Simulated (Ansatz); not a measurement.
`OBB[SiH3]` + CH₃NH₂ → `CNB[SiH3]` + `BO` at 700 K and 1 bar (cleavage of the B–B bond).

Computed with Ansatz on PBE0-D4/def2-TZVP structures; ΔE is electronic, products minus reactants. CBS: MP2 limit from def2 TZ/QZ plus the TZ coupled-cluster correction, frozen cores. This one scheme is used for every species. Each species was taken in one conformer, which may not be the lowest.

| species | CCSD(T)/CBS energy (Eh) | H − E (kJ/mol) | S (J/(mol·K)) |
| --- | --- | --- | --- |
| `OBB[SiH3]` | -417.44314 | 243.4 | 451.2 |
| CH₃NH₂ | -95.75281 | 207.6 | 296.6 |
| `CNB[SiH3]` | -411.45901 | 322.8 | 448.9 |
| `BO` | -101.80414 | 126.4 | 277.4 |

H − E and S are ideal-gas, rigid-rotor, harmonic terms from PBE0-D4/def2-TZVP, for one conformer and one mirror image of each species. 1 Eh = 2625.50 kJ/mol, R = 8.31446 J/(mol·K).

By hand: ΔE, ΔH, ΔS and ΔG.

ΔE = (-411.45901) + (-101.80414) − (-417.44314) − (-95.75281) = -0.06720 Eh = -176.4 kJ/mol. Δ(H − E) = 322.8 + 126.4 − 243.4 − 207.6 = -1.8, so ΔH = -178.2 kJ/mol. ΔS = 448.9 + 277.4 − 451.2 − 296.6 = -21.5 J/(mol·K). ΔG = -178.2 − 700 × (-21.5)/1000 = -163.1 kJ/mol.

By hand: the equilibrium constant, and the temperature at which ΔG would vanish if ΔH and ΔS stayed fixed.

log₁₀ K = −ΔG/(RT ln 10) = 12.2. ΔG = 0 at ΔH/ΔS = 8288 K, far beyond where these terms or the molecules hold.

ΔH outweighs TΔS. A doubt of 5 kJ/mol in ΔE shifts log₁₀ K by 0.4 here. Other conformers and mirror images would add mixing entropy, several J/(mol·K) or more a flexible species. These are equilibria of isolated gas molecules and say nothing of rates. Largest T1 diagnostic: 0.014 (customary marks: 0.02 for closed shells, 0.045 for open ones).
